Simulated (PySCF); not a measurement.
# Vertical excitation energies

H₈NPSi₂.
Geometry (PBE0-D3(BJ)/def2-SVP, Å), atoms numbered from 1 in this order:
```
atom  x, y, z in Å
Si1   -2.218    0.299    0.301
N2    -0.600   -0.126    0.789
Si3    0.703   -0.758   -0.173
P4     2.573    0.457    0.220
H5    -2.211    0.478   -1.180
H6    -3.238   -0.742    0.648
H7    -2.634    1.571    0.968
H8    -0.403   -0.035    1.784
H9     1.066   -2.170    0.176
H10    0.239   -0.722   -1.592
H11    3.345   -0.258   -0.747
H12    2.217    1.505   -0.682
```

Level of theory: TDDFT CAM-B3LYP/def2-SVPD, vertical, gas phase, core orbitals frozen in the response (PySCF).

```
state  E (eV)  λ (nm)       f   main configurations (H = HOMO, L = LUMO)
   S1    6.06   204.8  0.0024                     H→L (76%), H-1→L (12%)
   S2    6.44   192.4   0.014                   H→L+1 (58%), H→L+4 (22%)
   S3    6.66   186.1   0.028      H-1→L (47%), H→L+1 (10%), H→L+4 (10%)
   S4    6.93   178.9   0.067                   H→L+2 (68%), H-1→L (10%)
   S5    7.11   174.4   0.296      H→L+4 (45%), H→L+1 (17%), H-1→L (16%)
   S6    7.28   170.3   0.017               H-1→L+1 (55%), H-1→L+2 (18%)
   S7    7.39   167.9  0.0033               H-1→L+2 (49%), H-1→L+1 (16%)
   S8    7.44   166.7   0.017                 H→L+3 (48%), H-1→L+3 (11%)
   S9    7.78   159.4  0.0082     H→L+5 (48%), H-1→L+4 (9%), H→L+10 (8%)
  S10    7.83   158.4   0.021  H→L+7 (19%), H-1→L+3 (18%), H-1→L+4 (10%)
```

Triplets, Tamm–Dancoff:

```
state  E (eV)  λ (nm)  main configurations (H = HOMO, L = LUMO)
   T1    5.50   225.5                                 H→L (60%)
   T2    5.70   217.7   H→L+4 (33%), H→L+1 (24%), H-1→L+4 (17%)
   T3    5.90   210.2       H-1→L (42%), H→L+2 (26%), H→L (15%)
   T4    6.40   193.6                  H→L+1 (52%), H→L+4 (20%)
```

The lowest singlet lies at 6.06 eV (205 nm, ultraviolet) and is very weak; its leading configuration is HOMO→LUMO (76%). The strongest level in the table is S5 at 7.11 eV (174 nm, f = 0.296). Löwdin shares by element: HOMO phosphorus 40%, nitrogen 22%, silicon 18% (atoms not listed hold the other 19%); LUMO silicon 43%, phosphorus 12%, hydrogen 10% or more (atoms not listed hold the other 34%). The oscillator strengths of these states sum to 0.474; summed over the whole spectrum of an exact calculation they would give the number of electrons, 58 (Thomas–Reiche–Kuhn). The listed states span 1.77 eV, and the widest gap between neighbours is 0.39 eV (S1 to S2). Of the 10 states listed, 7 reach f = 0.01 and none stays under 0.0005. No computed singlet lies in the visible range (380 to 750 nm); the lowest, at 205 nm, stands 2.79 eV above its violet end (3.26 eV). The vertical ionisation energy (ΔSCF) is 9.22 eV, 1.39 eV above S10. Singlets were solved by full linear response, triplets in the Tamm–Dancoff approximation.

One conformer stands for the species.
